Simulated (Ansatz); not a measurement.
Steps of a relaxation of C$_{3}$H$_{10}$GeO$_{4}$, SMILES `C[O][Ge]([OH])([O]C)[O]C` with RKS PBE0-D4/def2-TZVP.

```sh
$ ansatz run in.yaml --threads 5 --pin off --events-out ev --progress --plain --max-ram 66560MiB --backend cuda --devices 0, --max-vram 37GiB
```

```yaml
crystal:
  periodic: [false, false, false]
  atoms:
    - {symbol: C, position_ang: [-1.393587, -1.376008, 1.063012]}
    - {symbol: O, position_ang: [-1.148053, -0.848423, -0.234703]}
    - {symbol: Ge, position_ang: [0.213311, 0.284148, -0.436152]}
    - {symbol: O, position_ang: [0.132648, 0.664324, -2.176083]}
    - {symbol: O, position_ang: [0.080207, 1.714240, 0.617802]}
    - {symbol: C, position_ang: [-1.090871, 2.515238, 0.518508]}
    - {symbol: O, position_ang: [1.771566, -0.415818, 0.070798]}
    - {symbol: C, position_ang: [2.202514, -1.615926, -0.560301]}
    - {symbol: H, position_ang: [-2.264655, -2.059411, 0.990498]}
    - {symbol: H, position_ang: [-0.529309, -1.957105, 1.458848]}
    - {symbol: H, position_ang: [-1.636879, -0.583461, 1.808247]}
    - {symbol: H, position_ang: [0.845605, 1.290698, -2.402943]}
    - {symbol: H, position_ang: [-1.006697, 3.329856, 1.267005]}
    - {symbol: H, position_ang: [-2.021815, 1.941732, 0.733641]}
    - {symbol: H, position_ang: [-1.204998, 2.979207, -0.487815]}
    - {symbol: H, position_ang: [2.367851, -1.484948, -1.655155]}
    - {symbol: H, position_ang: [3.166150, -1.912708, -0.097361]}
    - {symbol: H, position_ang: [1.479412, -2.454335, -0.425945]}
basis:
  gaussian: {orbitals: def2-TZVP}
hamiltonian: {xc: pbe0, dispersion: d4}
relax: {f_tol: 0.005, max_steps: 150}
```

Positions (Å) and forces (eV/Å) along the path, 7 of 7 steps:

```xyz
18
step=1 energy=-67967.5407 eV
C    -1.394   -1.376    1.063   -0.083   -0.143    0.359
O    -1.148   -0.848   -0.235    0.483    0.317    0.269
Ge    0.213    0.284   -0.436   -0.076   -0.100    0.130
O     0.133    0.664   -2.176    0.606    0.344    0.554
O     0.080    1.714    0.618   -0.247   -0.365   -0.468
C    -1.091    2.515    0.519   -0.332    0.244   -0.026
O     1.772   -0.416    0.071   -0.521   -0.030   -0.392
C     2.203   -1.616   -0.560    0.121   -0.345   -0.199
H    -2.265   -2.059    0.990    0.454    0.368   -0.017
H    -0.529   -1.957    1.459   -0.412    0.307   -0.263
H    -1.637   -0.583    1.808    0.132   -0.370   -0.445
H     0.846    1.291   -2.403   -0.519   -0.439    0.100
H    -1.007    3.330    1.267    0.005   -0.447   -0.376
H    -2.022    1.942    0.734    0.524    0.241   -0.092
H    -1.205    2.979   -0.488    0.118   -0.263    0.504
H     2.368   -1.485   -1.655   -0.097   -0.010    0.602
H     3.166   -1.913   -0.097   -0.510    0.197   -0.213
H     1.479   -2.454   -0.426    0.356    0.495   -0.026
18
step=2 energy=-67967.6310 eV
C    -1.382   -1.368    1.062   -0.047   -0.062    0.119
O    -1.140   -0.843   -0.231    0.265    0.197    0.052
Ge    0.210    0.279   -0.427   -0.013   -0.030    0.058
O     0.141    0.667   -2.151    0.214    0.096    0.299
O     0.078    1.699    0.615   -0.071   -0.230   -0.227
C    -1.088    2.497    0.510   -0.102    0.098    0.012
O     1.756   -0.414    0.071   -0.292    0.039   -0.165
C     2.183   -1.608   -0.561    0.063   -0.115   -0.047
H    -2.244   -2.042    0.987    0.134    0.104    0.012
H    -0.523   -1.941    1.445   -0.129    0.090   -0.071
H    -1.620   -0.579    1.793    0.039   -0.119   -0.128
H     0.845    1.287   -2.377   -0.163   -0.124   -0.021
H    -1.001    3.303    1.249   -0.014   -0.124   -0.114
H    -2.004    1.925    0.725    0.152    0.080   -0.030
H    -1.192    2.950   -0.488    0.030   -0.079    0.154
H     2.342   -1.470   -1.642   -0.031   -0.008    0.182
H     3.137   -1.898   -0.104   -0.146    0.043   -0.071
H     1.466   -2.432   -0.422    0.112    0.143   -0.013
18
step=3 energy=-67967.6448 eV
C    -1.375   -1.364    1.061   -0.015   -0.008   -0.014
O    -1.129   -0.835   -0.228    0.002   -0.004    0.022
Ge    0.211    0.280   -0.423    0.002    0.002   -0.003
O     0.147    0.670   -2.136    0.036    0.018    0.044
O     0.073    1.690    0.611   -0.024    0.000   -0.010
C    -1.089    2.491    0.507    0.014    0.008    0.013
O     1.745   -0.415    0.068   -0.010   -0.020   -0.018
C     2.175   -1.608   -0.561    0.015    0.009    0.016
H    -2.233   -2.034    0.983   -0.009   -0.007   -0.001
H    -0.521   -1.935    1.441    0.012   -0.006    0.001
H    -1.613   -0.580    1.788   -0.002    0.012    0.006
H     0.845    1.288   -2.372   -0.016    0.000   -0.049
H    -1.001    3.293    1.241    0.002    0.009    0.007
H    -2.000    1.922    0.722   -0.008   -0.009    0.003
H    -1.190    2.938   -0.487    0.001    0.003   -0.012
H     2.331   -1.469   -1.636    0.000    0.004   -0.013
H     3.125   -1.893   -0.107    0.010   -0.002    0.005
H     1.463   -2.427   -0.420   -0.011   -0.008    0.005
18
step=4 energy=-67967.6450 eV
C    -1.380   -1.368    1.059    0.007    0.005    0.000
O    -1.129   -0.835   -0.226    0.005    0.010   -0.025
Ge    0.211    0.280   -0.420    0.034    0.052   -0.094
O     0.147    0.672   -2.135   -0.036   -0.040    0.043
O     0.072    1.691    0.612    0.007   -0.011    0.005
C    -1.087    2.495    0.510    0.003   -0.007   -0.001
O     1.745   -0.416    0.068   -0.007    0.007    0.010
C     2.180   -1.608   -0.557   -0.006    0.005    0.003
H    -2.238   -2.037    0.977   -0.003   -0.003    0.000
H    -0.526   -1.941    1.438    0.000   -0.008    0.008
H    -1.617   -0.585    1.788   -0.005   -0.001    0.009
H     0.833    1.289   -2.401    0.005   -0.008    0.047
H    -0.995    3.298    1.244   -0.001    0.006    0.004
H    -1.999    1.928    0.727   -0.010    0.004    0.003
H    -1.189    2.941   -0.485   -0.003    0.006   -0.005
H     2.333   -1.473   -1.633    0.003   -0.002   -0.007
H     3.132   -1.889   -0.103    0.007   -0.003    0.002
H     1.469   -2.430   -0.412    0.001   -0.012   -0.001
18
step=5 energy=-67967.6456 eV
C    -1.379   -1.368    1.059   -0.002    0.001   -0.007
O    -1.129   -0.834   -0.227    0.001   -0.002    0.008
Ge    0.212    0.281   -0.422    0.001    0.002   -0.003
O     0.143    0.668   -2.135    0.000    0.001   -0.005
O     0.072    1.691    0.611   -0.001   -0.003    0.001
C    -1.087    2.496    0.510    0.004   -0.001   -0.001
O     1.745   -0.416    0.067   -0.002   -0.001    0.000
C     2.181   -1.608   -0.558   -0.001    0.005    0.001
H    -2.238   -2.037    0.975   -0.001   -0.001    0.000
H    -0.527   -1.942    1.438    0.000    0.000    0.000
H    -1.618   -0.586    1.788    0.000   -0.001    0.000
H     0.832    1.286   -2.392   -0.002   -0.002    0.003
H    -0.994    3.299    1.244    0.001    0.001    0.000
H    -2.000    1.931    0.729    0.001    0.001    0.000
H    -1.189    2.943   -0.485   -0.001    0.000    0.001
H     2.334   -1.474   -1.634    0.000   -0.002    0.001
H     3.133   -1.888   -0.104    0.001    0.001    0.000
H     1.472   -2.431   -0.412    0.001    0.001    0.000
18
step=6 energy=-67967.6456 eV
C    -1.382   -1.371    1.057   -0.002   -0.001    0.000
O    -1.130   -0.836   -0.228    0.000   -0.001    0.000
Ge    0.210    0.280   -0.423    0.001    0.001   -0.001
O     0.140    0.667   -2.136   -0.001   -0.001    0.001
O     0.072    1.689    0.611    0.000    0.000    0.000
C    -1.085    2.498    0.511    0.000    0.001    0.003
O     1.744   -0.415    0.067    0.000    0.000    0.000
C     2.183   -1.607   -0.557    0.002   -0.001    0.002
H    -2.241   -2.039    0.972    0.001    0.001    0.000
H    -0.530   -1.946    1.437    0.000    0.000   -0.001
H    -1.621   -0.589    1.787    0.000    0.000    0.000
H     0.830    1.285   -2.392    0.000    0.000    0.000
H    -0.986    3.303    1.241    0.000    0.000   -0.001
H    -1.999    1.936    0.735   -0.001    0.000    0.000
H    -1.189    2.941   -0.485    0.000    0.000   -0.001
H     2.331   -1.474   -1.634    0.000    0.000   -0.001
H     3.138   -1.880   -0.106    0.000    0.001   -0.001
H     1.478   -2.432   -0.406    0.000   -0.001    0.000
18
step=7 energy=-67967.6456 eV
C    -1.385   -1.374    1.055   -0.001   -0.002    0.003
O    -1.131   -0.837   -0.228    0.000    0.001   -0.003
Ge    0.208    0.279   -0.423    0.000    0.001   -0.002
O     0.138    0.667   -2.135    0.001    0.000    0.001
O     0.071    1.688    0.612    0.002   -0.002    0.002
C    -1.083    2.500    0.512   -0.002    0.002   -0.002
O     1.743   -0.414    0.067   -0.001    0.002    0.003
C     2.185   -1.605   -0.555    0.001   -0.003   -0.003
H    -2.245   -2.041    0.968    0.000    0.000    0.000
H    -0.535   -1.951    1.435    0.000    0.000    0.000
H    -1.624   -0.593    1.786    0.000    0.000    0.000
H     0.827    1.284   -2.392    0.000    0.000   -0.001
H    -0.978    3.310    1.236    0.000   -0.001   -0.001
H    -1.998    1.943    0.742    0.002    0.000    0.000
H    -1.190    2.938   -0.487   -0.001    0.000    0.000
H     2.327   -1.476   -1.634   -0.001   -0.001    0.001
H     3.145   -1.872   -0.109   -0.001    0.001    0.000
H     1.486   -2.435   -0.398    0.001    0.002    0.000
```

Hardware: 5 threads of an AMD EPYC 7R13 on a shared host and a share of an NVIDIA H100 80 GB. Wall time 22 s, peak host memory 0.99 GiB.
